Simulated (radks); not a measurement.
Q: These are the eigenvalues of the occupied orbitals of an atom or ion with whole-number occupations (hartree). Calculated with a radial shooting solver on a logarithmic mesh with Libxc functionals: Dirac Kohn-Sham, BLYP, spin-unpolarised, spherical densities, finite nucleus; Fermi nuclear charge, rms radius of each element as measured or else 0.836 A^(1/3) + 0.57 fm.

| orbital | eigenvalue |
|---|---|
| 1s1/2 | -2628.998 |
| 2s1/2 | -455.5068 |
| 2p1/2 | -435.9735 |
| 2p3/2 | -383.0526 |
| 3s1/2 | -105.4243 |
| 3p1/2 | -96.67953 |
| 3p3/2 | -85.18792 |
| 3d3/2 | -70.45696 |
| 3d5/2 | -67.96214 |
| 4s1/2 | -21.97007 |
| 4p1/2 | -18.31801 |
| 4p3/2 | -15.63540 |
| 4d3/2 | -9.63002 |
| 4d5/2 | -9.13442 |
| 5s1/2 | -3.10322 |
| 5p1/2 | -1.99903 |
| 5p3/2 | -1.59547 |
| 4f5/2 | -1.57615 |
| 4f7/2 | -1.48385 |
| 6s1/2 | -0.21170 |
| 5d3/2 | -0.20323 |
| 5d5/2 | -0.17139 |

Which element is it, and in what charge state? The configuration may be excited. Open shells, if any, fill j = l - 1/2 first.

A: Z = 75, rhenium, charge 0: Re in [Xe] 4f14 5d5 6s2. The list shows which subshells hold electrons but not how many an open one holds; the 1s level, -2629 hartree, gives Z - s = 72.5 by -(Z - s)^2/2, which with screening and relativity narrows Z to a few neighbours, and the depths of the outer levels then fix element, charge and occupations together.
